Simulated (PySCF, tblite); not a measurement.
Isomers of C3H6F2OSi, one GFN2-xTB conformer each. Single-point energies are computed at PBE0/pcSseg-1 (PySCF, gas phase, no added dispersion term), electronic only.

```
              SMILES  GFN2-xTB relative energy (kcal/mol)
     CO[SiH2]C=C(F)F                                 13.0
O=C[C@@H](F)C[SiH2]F                                  0.0
FC(F)[C@H]1CO[SiH2]1                                  7.6
   CC([SiH2]O)=C(F)F                                  5.2
     F/C=C/O[SiH2]CF                                 17.5
```

Conformers: `[CH3:1][O:2][SiH2:3][CH:4]=[C:5]([F:6])[F:7]` with C1–O2–Si3–C4 180°, O2–Si3–C4–C5 180°; `[O:1]=[CH:2][C@@H:3]([F:4])[CH2:5][SiH2:6][F:7]` with O1–C2–C3–F4 -158°, C2–C3–C5–Si6 57°, C3–C5–Si6–F7 32°; `[F:1][CH:2]([F:3])[C@H:4]1[CH2:5][O:6][SiH2:7]1` with F1–C2–C4–C5 -167°; `[CH3:1][C:2]([SiH2:3][OH:4])=[C:5]([F:6])[F:7]` with C1–C2–Si3–O4 -160°, C2–Si3–O4–H -40°; `[F:1]/[CH:2]=[CH:3]/[O:4][SiH2:5][CH2:6][F:7]` with C2–C3–O4–Si5 180°, C3–O4–Si5–C6 180°, O4–Si5–C6–F7 180°.

Problem. What does PBE0/pcSseg-1 give for the same structures?

Solution. 
```csv
SMILES,PBE0/pcSseg-1 E (Eh),PBE0/pcSseg-1 (kcal/mol),GFN2-xTB (kcal/mol),point group
O=C[C@@H](F)C[SiH2]F,-681.79263,0.0,0.0,C1
CC([SiH2]O)=C(F)F,-681.77016,14.1,5.2,C1
FC(F)[C@H]1CO[SiH2]1,-681.75714,22.3,7.6,C1
CO[SiH2]C=C(F)F,-681.75052,26.4,13.0,Cs
F/C=C/O[SiH2]CF,-681.72584,41.9,17.5,Cs
```

Both levels put the same isomer lowest; measured from each level's own lowest isomer, the values differ by up to 24.4 kcal/mol (F/C=C/O[SiH2]CF: 17.5 against 41.9). As drawn, the lowest has a C=O bond and an Si–F bond, which the highest lacks; the highest has an Si–O bond and a C=C bond outside aromatic rings, which the lowest lacks.

Problem. Which frontier levels, dipoles and rotational constants go with these structures?

Solution. 
```csv
SMILES,"HOMO (eV, PBE0/pcSseg-1)",LUMO (eV),dipole (D),"A, B, C (MHz)"
O=C[C@@H](F)C[SiH2]F,-8.11,-1.51,1.56,"3389, 1527, 1276"
CC([SiH2]O)=C(F)F,-7.52,0.21,1.12,"3080, 1631, 1098"
FC(F)[C@H]1CO[SiH2]1,-8.27,-0.46,1.17,"4122, 1493, 1172"
CO[SiH2]C=C(F)F,-7.79,0.08,2.24,"7120, 871.7, 787.4"
F/C=C/O[SiH2]CF,-6.92,-0.09,0.25,"11483, 653.6, 625.3"
```

Problem. What happens when harmonic zero-point energies from GFN2-xTB frequencies are added?

Solution. 
| SMILES | ZPE (kcal/mol) | electronic (kcal/mol) | with ZPE (kcal/mol) |
| --- | --- | --- | --- |
| O=C[C@@H](F)C[SiH2]F | 53.1 | 0.0 | 0.0 |
| CC([SiH2]O)=C(F)F | 52.4 | 14.1 | 13.4 |
| FC(F)[C@H]1CO[SiH2]1 | 54.4 | 22.3 | 23.6 |
| CO[SiH2]C=C(F)F | 52.5 | 26.4 | 25.9 |
| F/C=C/O[SiH2]CF | 52.2 | 41.9 | 41.0 |

The zero-point energies span 2.2 kcal/mol. The order is unchanged.
